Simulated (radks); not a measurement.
Question: The mean radii <r> (bohr) of the occupied orbitals of an atom or ion are listed with their occupations. Calculated with a radial shooting solver on a logarithmic mesh with Libxc functionals: Dirac Kohn-Sham, LDA (Slater exchange, Perdew-Wang correlation), spin-unpolarised, spherical densities, point nucleus.

orbital     occ.      <r>
1s1/2          2  0.03613
2s1/2          2   0.1579
2p1/2          2   0.1347
2p3/2          4   0.1391
3s1/2          2   0.4437
3p1/2          2   0.4389
3p3/2          4   0.4495
3d3/2          4   0.4308
3d5/2          6   0.4343
4s1/2          2    1.145
4p1/2    1.33333    1.259
4p3/2    2.66667    1.289
4d3/2        2.4    1.893
4d5/2        3.6    1.913

Name the element and its charge. Open shells, if any, are shared by 2j + 1.

Answer: Z = 41, niobium, charge +1: Nb+ in [Ar] 3d10 4s2 4p4 4d6. The 1s radius gives Z: for a bare nucleus <r> = (2 gamma + 1)/(2Z) with gamma = sqrt(1 - (Z/c)^2), 0.03547 bohr for Z = 41, and screening makes it slightly larger (0.03613 here). The occupations add up to 40, and the charge is Z minus that.
